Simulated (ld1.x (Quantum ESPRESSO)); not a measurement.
nickel: variants of one TM potential

Base potential:

ld1.x (Quantum ESPRESSO) 7.5 input, shortened:

```
&input
   title='Ni', zed=28., rel=0, dft='PW91', iswitch=3,
   config='[Ar] 3d8 4s2 4p0'
 /
 &inputp
   pseudotype=2, tm=.true., lloc=0,
   nlcc=.false.
 /
3
3P  2  1   6.00   0.00  0.90  0.90  0.0
3D  3  2   8.00   0.00  0.95  0.95  0.0
3S  1  0   2.00   0.00  1.25  1.25  0.0
 &test
   configts(1)='3s2 3p6 3d8 4s2 4p0'
 /
```

Occupied shells without a wave of their own: 4s. They enter only through the test configuration that unscreens the potential.

Cutoffs, loose and tight: the cutoffs (Ry, on a coarse ladder) from which the occupation-weighted sum of valence levels, in a spherical-Bessel basis at the reference potential, stays within 10 and 1 mRy of its value at 400 Ry. They do not see the model core or the augmentation charge, which bear on the density cutoff. Test errors are all-electron minus pseudo excitation energies from the reference, over the configurations 3s2 3p6 3d8 4s1 4p0; 3s2 3p6 3d8 4s0 4p0; 3s2 3p6 3d7 4s0 4p0; 3s2 3p6 3d7 4s2 4p0; 3s2 3p6 3d9 4s1 4p0; 3s2 3p6 3d8 4s0 4p2; 3s2 3p6 3d6 4s0 4p0. A dash means not determined; rows that change the core or the reference have their own tests.

A true bound ghost makes a file unfit for plane-wave use even where its test errors are small: the radial tests pick states by their node count and pass the ghost by.

On the changes marked as counting shells twice: ld1.x takes every shell without a wave as core, so the model core holds the marked electrons as well and exchange and correlation see them twice. This cancels in the reference configuration, but the file is broken for other ones, and its errors say nothing about a proper core correction.

```tsv
change	outcome	cutoff, loose	cutoff, tight	bound ghosts	largest test error (meV)
base	generated, misses its reference levels by 1.03 eV	230 Ry	over 300 Ry	none	-6898
wave 3s (bound): rc 1.25 bohr becomes 3s (bound): rc 0.94 bohr	generated, misses its reference levels by 0.22 eV	230 Ry	over 300 Ry	none	-1520
wave 3p (bound): rc 0.90 bohr becomes 3p (bound): rc 1.22 bohr	generated, misses its reference levels by 1.03 eV	230 Ry	over 300 Ry	none	-6894
core correction a·sin(br)/r model core inside 0.56 bohr (4s counted twice)	generated, misses its reference levels by 1.03 eV	230 Ry	over 300 Ry	none	-8081
local potential the d channel	failed: the pseudo-atom did not reach self-consistency	–	–	–	–
core [Ne] 3s2, valence charge 16; reference 3p6 3d8 4s1 4p1; waves now 3p (bound): rc 0.85 bohr; 3d (bound): rc 1.20 bohr; 4s (bound): rc 1.95 bohr; core correction a·sin(br)/r model core inside 0.70 bohr (4p counted twice)	generated, misses its reference levels by 0.62 eV	160 Ry	300 Ry	none	+1494
all radii scaled by about 1.09 (s 1.36, p 0.98, d 1.04 bohr)	generated, misses its reference levels by 1.54 eV	200 Ry	over 300 Ry	none	-10051
functional PBE	generated, misses its reference levels by 1.02 eV	230 Ry	over 300 Ry	none	-6854
wave 3d (bound): rc 0.95 bohr becomes 3d (bound): rc 1.02 bohr	generated, misses its reference levels by 1.03 eV	200 Ry	over 300 Ry	none	-6897
```

Q: What comes out with this change to the base: core [Ne] 3s2, valence charge 16; reference 3p6 3d8 4s0 4p0; waves now 4s (bound): rc 1.75 bohr; 3d (bound): rc 1.20 bohr; 3p (bound): rc 0.85 bohr; local potential the p channel; core correction a·sin(br)/r model core, default radius (core density twice the valence density)?

A: outcome: generated; cutoff, loose: 160 Ry; cutoff, tight: 300 Ry; bound ghosts: s; largest test error (meV): -326.

Q: What comes out with this change to the base: reference 3s2 3p6 3d8 4s1.5 4p0?

A: outcome: generated, misses its reference levels by 1.16 eV; cutoff, loose: 230 Ry; cutoff, tight: over 300 Ry; bound ghosts: none; largest test error (meV): -2521.

Q: What comes out with this change to the base: wave 3d (bound): rc 0.95 bohr becomes 3d (bound): rc 1.34 bohr?

A: outcome: generated, misses its reference levels by 1.03 eV; cutoff, loose: 160 Ry; cutoff, tight: 260 Ry; bound ghosts: none; largest test error (meV): -6869.
